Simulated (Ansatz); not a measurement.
CBr, doublet, at a GFN2-xTB geometry; CAM-B3LYP/def2-TZVP (Ansatz, a quantum-chemistry and plane-wave program).

Input for Ansatz:
Ansatz 0.2 input:
```yaml
crystal:
  periodic: [false, false, false]
  atoms:
    - {symbol: C, position_ang: [-0.00000000, -0.00000000, -1.50332834]}
    - {symbol: Br, position_ang: [0.00000000, 0.00000000, 0.25771343]}
basis:
  gaussian:
    orbitals: def2-TZVP
hamiltonian:
  xc: cam_b3lyp
magnetization: {spin_polarized: true, initial_magnetization: 1}
```

It wrote (shortened):

```
Functional definition: CAM-B3LYP
593 factors; their error is unknown
99 factors; integrals over basis functions are off by at most 9.2e-5 eV
mean field evaluation 1: about -71080.1404 eV, gradient 1.5e1 eV
mean field evaluation 2: about -71079.6580 eV, gradient 1.8e1 eV
mean field evaluation 4: about -71081.3071 eV, gradient 5.7e-1 eV
mean field evaluation 8: about -71081.6402 eV, gradient 5.9e-2 eV
mean field evaluation 16: about -71081.6402 eV, gradient 3.1e-5 eV
mean field -71081.64022368 eV, -2612.2020973540 hartree, gradient 9.0e-6 eV, S^2 0.755432; 1 other end points of the search recorded, 0 dependent functions left out
reference -71081.64031267 eV, -2612.2021006243 hartree; 21, 20 occupied and 58, 59 virtual orbitals, 593 factors
Total energy: -71081.64031267 eV, -2612.2021006243 hartree
```
